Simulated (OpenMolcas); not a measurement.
## Xe2+: from CASSCF to CASPT2

```yaml
Program: OpenMolcas 26.06
Basis: ANO-R1 [6s5p3d1f]
Scalar_Hamiltonian: X2C, finite nucleus
Active_space: 4 electrons in 3 orbitals (5p)
State_averaging: 2S+1 = 3 even, 3 roots; 2S+1 = 1 even, 6 roots
Spin-orbit_coupling: state interaction with AMFI integrals over the reference wave functions, term energies averaged over their components
```

Methods on the same reference wave functions:
A. CASSCF
B. SS-CASPT2, IPEA 0.25 Eh, imaginary shift 0.1 Eh (closed shells correlated: 4d 5s)

Energies in cm-1 above 5s2 5p4 3P2, the measured ground level; measured values from Saloman, J. Phys. Chem. Ref. Data 33, 765 (2004).

| Level | A | B | Measured |
| --- | --- | --- | --- |
| 5s2 5p4 3P2 | 0.0 | 0.0 | 0.0 |
| 5s2 5p4 3P0 | 8696 | 8300 | 8130 |
| 5s2 5p4 3P1 | 9171 | 9260 | 9794 |
| 5s2 5p4 1D2 | 19036 | 18230 | 17099 |
| 5s2 5p4 1S0 | 39622 | 36960 | 36103 |

Deviations, from unrounded energies. A percentage is the sum of absolute deviations over the sum of measured energies, with the sign that they share, or ± where signs differ.

```csv
Against measurement,Levels,A,B
mean absolute deviation (cm-1),4,1700,670
fine structure of the ground term (%),2,±6.6,±3.9
other terms of the ground configuration (%),2,+10.3,+3.7
```

B lies closest to measurement on these levels. The largest miss of B in the table is 5s2 5p4 1D2, by +1100 cm-1. The ranking rests on the paired levels alone, and a cruder setting can come out closer through cancelling errors.

From A to B the spin-free energies of the other terms of 5s2 5p4 shown, above 3P, scale by factors of 0.89 to 0.92.

The lowest spin-free term lies below A's lowest term by 0.428 hartree in B.

CASPT2 breaks the degeneracy within a term, and the mean is taken; among the terms shown or strongly mixed into the levels shown the widest spread is 100 cm-1 (5s2 5p4 1D, B). With the s shell closed, the reference lacks s² → p² mixing. Measured partners are found by configuration, term and J. A level has none where our copy of the source lacks it or the pairing is in doubt (some pairs that miss far off the trend of their configuration count as doubtful), and it then counts in no deviation. Levels of configurations outside the active space are missing.
